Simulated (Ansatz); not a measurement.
Geometry optimisation, Ansatz 0.2.0, RKS CAM-B3LYP-D4/def2-SVP.

Input:

```yaml
crystal:
  periodic: [false, false, false]
  atoms:
    - { symbol: S, position_ang: [-1.995, 1.2269, -0.3524] }
    - { symbol: Si, position_ang: [-0.2021, 1.1707, 0.7645] }
    - { symbol: O, position_ang: [0.3383, -0.2769, 0.6796] }
    - { symbol: Si, position_ang: [1.087, -1.0077, -0.5381] }
    - { symbol: H, position_ang: [-2.48, 0.0502, -0.0227] }
    - { symbol: H, position_ang: [0.7389, 2.2112, 0.2327] }
    - { symbol: H, position_ang: [2.4441, -1.2518, -0.1012] }
    - { symbol: H, position_ang: [0.1609, -2.1797, -0.7183] }
basis:
  gaussian: { orbitals: def2-SVP }
hamiltonian:
  xc: cam_b3lyp
  dispersion: d4
relax:
  f_tol: 0.015
  max_steps: 40
```

Launched with:

```bash
$ ansatz run input.yaml --threads 2 --pin off --max-ram 3072MiB --backend cpu --events-out ev --progress --plain --runs-dir out
```

Problem. Where does it end, and by what steps?

Solution. It converged. After 15 steps the energy has fallen by 3.467 eV; Si2 moved furthest, 0.70 Å. Joined: Si2–Si4.

```csv
step,energy less start (eV),largest force component (eV/Å),accepted
0,0.0000,3.857,yes
1,-0.5849,2.742,yes
2,-1.0292,1.325,yes
3,-1.3901,1.167,yes
4,-1.7110,1.342,yes
5,-2.1872,1.537,yes
6,-2.6970,1.853,yes
7,-3.0956,1.650,yes
8,-3.3518,1.448,yes
9,-3.4026,0.707,yes
10,-3.4389,0.482,yes
11,-3.4589,0.181,yes
12,-3.4648,0.195,yes
13,-3.4672,0.031,yes
14,-3.4673,0.017,yes
15,-3.4673,0.009,yes
```

```xyz
8
Properties=species:S:1:pos:R:3
S -2.100 1.381 -0.024
Si -0.029 0.933 0.130
O 0.433 -0.312 1.194
Si 0.966 -0.991 -0.293
H -2.477 0.130 -0.362
H 0.630 2.236 0.376
H 2.432 -1.212 -0.383
H 0.238 -2.223 -0.693
```

Run time: 34 s on 2 threads of Arm Neoverse V2 (shared host), peak memory 0.21 GiB.
